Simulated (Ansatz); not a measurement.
The cluster Pb₄O₃. Total charge 0; singlet. Geometry PBE-D4/def2-SVP, basis def2-TZVP, Ansatz.

| atom | x (Å) | y (Å) | z (Å) |
| --- | --- | --- | --- |
| Pb1 | -0.255 | 2.054 | -0.636 |
| Pb2 | -1.046 | -0.593 | 1.440 |
| Pb3 | 2.151 | -0.078 | 0.233 |
| Pb4 | -0.231 | -1.031 | -1.890 |
| O5 | 0.498 | 1.089 | 1.293 |
| O6 | 0.520 | -1.676 | 0.169 |
| O7 | -1.637 | 0.235 | -0.609 |

| run | HOMO (eV) | LUMO (eV) |
| --- | --- | --- |
| A | -6.25 | -0.14 |
| B | -5.59 | -0.82 |
| C | -4.09 | -2.32 |
| D | -4.72 | -1.65 |
| E | -4.23 | -2.14 |

In the def2 sets Pb takes a core potential; there is no spin–orbit coupling. The structure comes from a short search, and lower isomers may exist.

Task: The runs used CAM-B3LYP, PBE, PBE0, r2SCAN, ωB97M-V. Estimate which is which.

Result: A ωB97M-V (range-separated); B CAM-B3LYP (range-separated); C PBE (0 % exact exchange); D PBE0 (25 % exact exchange); E r2SCAN (0 % exact exchange). Exact exchange lowers occupied and raises empty levels; among semilocal functionals meta-GGAs tend to open the gap a little, and such runs are hard to tell apart. The gap grows from 1.77 eV (PBE) to 6.11 eV (ωB97M-V). The restricted singlet is unstable towards broken spin symmetry in Hartree–Fock (as tested in another run); at ωB97M-V/def2-TZVP, CAM-B3LYP-D4/def2-TZVP, PBE0-D4/def2-TZVP, r2SCAN-D4/def2-TZVP this wasn't settled.
